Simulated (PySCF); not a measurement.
Species: C₄H₁₁PSSi.
SMILES with atom numbers: `[CH3:1][S:2][Si@H:3]([PH2:4])[CH:5]1[CH2:6][CH2:7]1`

Cartesian coordinates in Å at the GFN2-xTB level; atoms count from 1:
```xyz
18
C4H11PSSi angstrom
C      3.065    0.241   -0.346
S      1.659   -0.912   -0.339
Si     0.031    0.441   -0.746
P      0.442    2.422    0.241
C     -1.559   -0.258   -0.025
C     -2.234   -1.423   -0.696
C     -1.581   -1.612    0.628
H      2.838    1.095    0.288
H      3.918   -0.300    0.051
H      3.270    0.563   -1.363
H     -0.068    0.546   -2.213
H     -0.757    2.964   -0.175
H      1.123    2.948   -0.841
H     -2.225    0.481    0.408
H     -1.757   -1.853   -1.563
H     -3.313   -1.425   -0.748
H     -0.656   -2.168    0.663
H     -2.204   -1.745    1.500
```

Definitions: NICS(0) = −σiso at the ring centroid; NICS(1) = −σiso and NICS(1)zz = −σzz at ±1 Å along the ring normal z. Level: GIAO PBE0/pcSseg-1 (PySCF, non-relativistic, gas phase) on the GFN2-xTB geometry, one conformer.

Ring bond lengths (Å), with Mayer bond orders in brackets: C5–C6 1.504 (0.95), C6–C7 1.488 (0.98), C7–C5 1.504 (0.96).

**Question.** Give the NICS values of each ring in ppm.

**Answer.** 
```
    ring                                            type  NICS(0)  NICS(1), two faces  NICS(1)zz, two faces  rms pucker (Å)  centre to ring atoms, mean (Å)
C5–C6–C7  3-membered carbocycle; formal bonds all single    -44.9         -8.2 / -8.8         -24.2 / -24.0            0.00                            0.87
```

**Question.** What can be read from them?

**Answer.** 
- C5–C6–C7: mean NICS(1)zz -24.1 ppm, shielded. C5, C6, C7 have four or more neighbours, so the value isn't read as a sign of a π ring current. NICS(0) lies 36 ppm below the mean NICS(1).

**Question.** What are the shieldings of the ring atoms and their hydrogens in the same run (means over atoms taken as equivalent)?

**Answer.** 
```csv
atoms,environment,σ isotropic (ppm),"principal values of the symmetric part, first atom (ppm)"
C5,sp3 carbon bound to silicon,188.0,"160.2, 174.6, 229.3"
C6,three-membered-ring carbon,179.6,"152.3, 175.1, 211.4"
C7,three-membered-ring carbon,180.2,"150.1, 177.8, 212.6"
H14,methine hydrogen,31.97,"23.6, 30.1, 42.1"
H15,methylene hydrogen,31.37,"24.7, 29.9, 39.6"
H16,methylene hydrogen,30.88,"24.8, 26.2, 41.7"
H17,methylene hydrogen,30.98,"23.5, 30.4, 39.1"
H18,methylene hydrogen,30.90,"25.0, 26.1, 41.6"
```
